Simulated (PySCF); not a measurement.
HfO₂, multiplicity 1. Atoms are numbered in the order given.

```xyz
3

Hf     0.0000     0.0000    -0.1917
O      0.0000    -1.4459     0.8628
O      0.0000     1.4459     0.8628
```
Charge 0, spin multiplicity 1.

Geometry: B3LYP-D3(BJ)/def2-TZVP. The multiplicity is an assumed one; other spin states were not compared. The isomer is the one that the SMILES or the coordinates give; other isomers of the formula were not compared. The def2 effective core potentials stand for the cores of Hf; spin–orbit coupling is left out.

All values below come from TDDFT-PBE0/def2-TZVPD (PySCF).

Vertical excitations. Isolated molecule, no solvent. State labels are in the subgroup C2v.

```csv
state,symmetry,energy (eV),λ (nm),f,main pairs
S1,B2,1.90,654,0.002,HOMO→LUMO 99 %
S2,A1,2.90,427,0.014,HOMO−1→LUMO 97 %
S3,B1,2.98,416,0.009,HOMO−2→LUMO 99 %
S4,A2,3.31,374,0.000,HOMO−3→LUMO 99 %
S5,B2,3.53,351,0.015,HOMO−4→LUMO 97 %
S6,A2,3.63,342,0.000,HOMO→LUMO+1 98 %
S7,B2,3.73,333,0.002,HOMO→LUMO+2 98 %
S8,A1,3.91,317,0.005,HOMO−5→LUMO 98 %
S9,B1,4.55,273,0.003,HOMO−1→LUMO+1 98 %
S10,A1,4.68,265,0.012,"HOMO−2→LUMO+1 53 %, HOMO−1→LUMO+2 44 %"
T1,B2,1.82,680,0,HOMO→LUMO 99 %
T2,A1,2.65,468,0,HOMO−1→LUMO 99 %
T3,B1,2.80,443,0,HOMO−2→LUMO 98 %
T4,A2,3.13,396,0,HOMO−3→LUMO 97 %
```
Triplets are in the Tamm–Dancoff approximation, which puts them higher than full response would, so one can lie above its singlet here.
